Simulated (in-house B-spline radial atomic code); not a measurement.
Values are calculated unless marked as measured or tabulated.
## Two electrons in Ge: a parabolic dot with ħω = 5.28 meV in all three directions

For Ge the NSM archive of the Ioffe Institute lists m_l = 1.6 m0, m_t = 0.08 m0 and ε = 16.2; the model takes one isotropic valley with the conductivity mass 3/(1/m_l + 2/m_t) = 0.117 m0, and so misses anisotropy and the other valleys. All triplets below are those of one valley; with several valleys two electrons can form a triplet in the 1s orbital itself, at an energy set by the valley splitting.

Effective-mass model with parabolic bands, a uniform dielectric constant, no image charges, no central-cell or spin-orbit terms. Two-electron levels come from full CI in B-splines with partial waves to l = 5 (up to 0.001 effective hartree above the limit).

(1) What are the effective units, and what is the potential in them?

In these units the lowest s and p orbitals lie at 0.652500 and 1.087500, and their Coulomb and exchange integrals are J_ss = 0.526241, J_sp = 0.438534 and K_sp = 0.08771. (For a parabolic well J_ss = √(2ω/π).) Full CI gives 1.768002 for the ground singlet, 2.074457 for the sp triplet, 2.203140 for the sp singlet and 2.509473 for the lowest triplet of two s orbitals.

(2) What does it cost to add the second electron, to first order and exactly?

(3) How far above the singlet do the triplets lie?

## Answers

(1) Ha* = 27211.386 meV × 0.117/16.2² = 12.13 meV and a* = 0.0529177 nm × 16.2/0.117 = 7.327 nm. The frequency is ω = 0.435 Ha*. The one-electron levels are 3ω/2 = 0.6525 and 5ω/2 = 1.0875 Ha*.

(2) To first order E = 2ε_s + J_ss = 1.831241, so the charging energy E(2) − 2E(1) is J_ss = 6.384 meV. CI gives 1.768002 − 2 × (0.652500) = 0.463002, or 5.617 meV: relaxation and correlation lower it by 0.7672 meV, 12.0 % of J_ss. The s² configuration of one-electron orbitals holds 94.6 % of the state, and the mean radius is 13.8 nm.

(3) To first order the sp triplet lies at ε_s + ε_p + J_sp − K_sp = 2.090827, which is 3.149 meV above 2ε_s + J_ss. CI gives 2.074457 − (1.768002) = 0.306455, or 3.718 meV, 70 % of the orbital spacing of 5.277 meV. The ss triplet lies 8.995 meV up, so the lower of the two is the sp one, and its gap equals k_BT at 43.1 K. The sp singlet-triplet splitting is 1.561 meV, against 2K_sp = 2.128 meV. The sp singlet lies ħω above the ground state (0.435138 against 0.435), as Kohn's theorem demands for a parabolic well.
